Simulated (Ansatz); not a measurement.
`C[SiH2][SnH3]` + HCl → `Cl[SiH2][SnH3]` + CH₄ at 500 K and 1 bar (ligand exchange at the Si–C bond).

Program: Ansatz. Geometries: PBE0-D4/def2-TZVP. ΔE: electronic, gas phase. CCSD(T)/CBS adds triple-zeta CCSD(T) − MP2 to the extrapolated MP2 energy (def2 sets, frozen cores). This one scheme is used for every species. def2 core potentials past Kr. For Sn outer-core shells are correlated without core-valence functions, which leaves a few kJ/mol of doubt a bond.

```
         species  CCSD(T)/CBS energy (Eh)  H − E (kJ/mol)  S (J/(mol·K))
 `C[SiH2][SnH3]`               -545.95955           242.1          423.2
             HCl               -460.38127            32.5          201.9
`Cl[SiH2][SnH3]`               -965.91563           144.4          408.4
             CH₄                -40.46206           135.6          206.8
```

H − E and S are ideal-gas, rigid-rotor, harmonic terms from PBE0-D4/def2-TZVP. 1 Eh = 2625.50 kJ/mol, R = 8.31446 J/(mol·K).

Question: By hand: ΔE, ΔH, ΔS and ΔG.

Answer: ΔE = (-965.91563) + (-40.46206) − (-545.95955) − (-460.38127) = -0.03687 Eh = -96.8 kJ/mol. Δ(H − E) = 144.4 + 135.6 − 242.1 − 32.5 = 5.4, so ΔH = -91.4 kJ/mol. ΔS = 408.4 + 206.8 − 423.2 − 201.9 = -9.9 J/(mol·K). ΔG = -91.4 − 500 × (-9.9)/1000 = -86.5 kJ/mol.

Question: By hand: the equilibrium constant, and the temperature at which ΔG would vanish if ΔH and ΔS stayed fixed.

Answer: log₁₀ K = −ΔG/(RT ln 10) = 9.0. ΔG = 0 at ΔH/ΔS = 9232 K, far beyond where these terms or the molecules hold.

The number of gas molecules stays the same, so ΔS is small and ΔH decides. A doubt of 5 kJ/mol in ΔE shifts log₁₀ K by 0.5 here. These are equilibria of isolated gas molecules and say nothing of rates. Largest T1 diagnostic: 0.012 (customary marks: 0.02 for closed shells, 0.045 for open ones).
